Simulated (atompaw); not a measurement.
## Reading a pseudo-wave (Mo (Z = 42))

Columns: radius, all-electron u(r) and pseudo u(r) of the 4d shell (level -5.05 eV) of molybdenum in the configuration [Kr] 4d5 5s0 5p1; PBEsol, scalar-relativistic, PAW (atompaw) scheme, atompaw 4.2.0.5.

```
r (bohr)  all-electron  pseudo
   0.115       -0.1600  0.0001
   0.231       -0.3384  0.0007
   0.346       -0.2969  0.0023
   0.462       -0.1203  0.0055
   0.577        0.0924  0.0107
   0.692        0.2907  0.0185
   0.808        0.4548  0.0293
   0.923        0.5770  0.0435
   1.038        0.6612  0.0614
   1.154        0.7139  0.0836
   1.269        0.7407  0.1099
   1.385        0.7484  0.1406
   1.500        0.7421  0.1750
   1.615        0.7259  0.2127
   1.731        0.7029  0.2533
   1.846        0.6757  0.2947
   1.962        0.6455  0.3359
   2.077        0.6143  0.3741
   2.192        0.5827  0.4072
   2.308        0.5509  0.4329
   2.423        0.5201  0.4487
   2.538        0.4902  0.4532
   2.654        0.4612  0.4464
   2.769        0.4337  0.4298
   2.885        0.4072  0.4069
   3.000        0.3823  0.3823
```

(1) How many radial nodes do the two functions have?

(2) Is the pseudo-wave norm-conserving?

Results:

(1) The all-electron 4d function has n − l − 1 = 1; the pseudo-wave has 0, since the states of the same l below it are removed with the core.

(2) No, it belongs to a PAW set: the norm inside the radius is not constrained, and the difference is carried by the augmentation charge.
